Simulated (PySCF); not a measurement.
Ge(OH)2(OSiH3)2, SMILES [SiH3][O][Ge]([OH])([OH])[O][SiH3], GFN2-xTB optimised geometry.

```
15

O     -1.23     0.35    -4.07
Ge    -1.14    -0.13    -2.43
O     -2.53    -1.05    -2.06
O      0.25    -1.08    -2.15
Si     0.89    -2.02    -0.97
O     -1.05     1.26    -1.44
Si    -0.52     1.80     0.00
H     -0.49     0.86    -4.41
H     -3.33    -0.80    -2.53
H      1.09    -1.21     0.24
H      0.00    -3.15    -0.70
H      2.14    -2.40    -1.62
H      0.94     1.80     0.00
H     -1.09     3.15     0.00
H     -1.04     0.95     1.08
```

Density from PBE0/def2-TZVP (PySCF) at that geometry.

Minimum of the electron density along straight lines between bonded atoms, close to the bond critical point (lines longer than 1.1 times the sum of covalent radii, or with two minima, are not listed):

```csv
bond,length / Å,ρ at the minimum / e bohr⁻³,∇²ρ there / e bohr⁻⁵,position (fraction from the first atom)
O1–Ge2,1.712,0.166,0.84,0.52
Ge2–O3,1.708,0.168,0.86,0.48
Ge2–O4,1.703,0.165,0.89,0.48
O4–Si5,1.634,0.136,0.88,0.59
Ge2–O6,1.713,0.161,0.87,0.48
O6–Si7,1.628,0.138,0.91,0.59
O1–H8,0.956,0.361,-2.48,0.81
O3–H9,0.957,0.360,-2.47,0.81
Si5–H10,1.467,0.126,0.18,0.49
Si5–H11,1.462,0.127,0.18,0.49
Si5–H12,1.461,0.127,0.18,0.49
Si7–H13,1.465,0.126,0.17,0.49
Si7–H14,1.461,0.127,0.18,0.49
Si7–H15,1.464,0.126,0.17,0.49
```
